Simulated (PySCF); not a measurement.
Electron correlation in Hf⁶⁰⁺ (hafnium, charge +60)

[Ne] 3s2, closed-shell 1S. All numbers are calculated (PySCF 2.14, the non-relativistic Hamiltonian (point nucleus), in an even-tempered Gaussian basis (16 s from 17 bohr⁻², ratio 2.5; 10 p from 22 bohr⁻², ratio 2.5; 4 d from 79 bohr⁻², ratio 2.7; 4 f from 120 bohr⁻², ratio 2.7)). Frozen: 1s2; 10 electrons correlated; the 17 highest virtual orbitals of each spin left out.

| level | correlation energy (mhartree) |
| --- | --- |
| CCSD | -591.35 |
| (T) | -1.76 |
| CCSD(T) | -593.11 |

Diagnostics: T1 = 0.00018, D1 = 0.0006, largest double amplitude 0.086.

Q: Is a single reference adequate?

A: Mostly. T1 lies below 0.03, but a double amplitude of this size points to a near-degeneracy that CCSD handles and MP2 describes poorly.

At this charge a non-relativistic calculation is a model, useful for the Z dependence of the correlation energy.
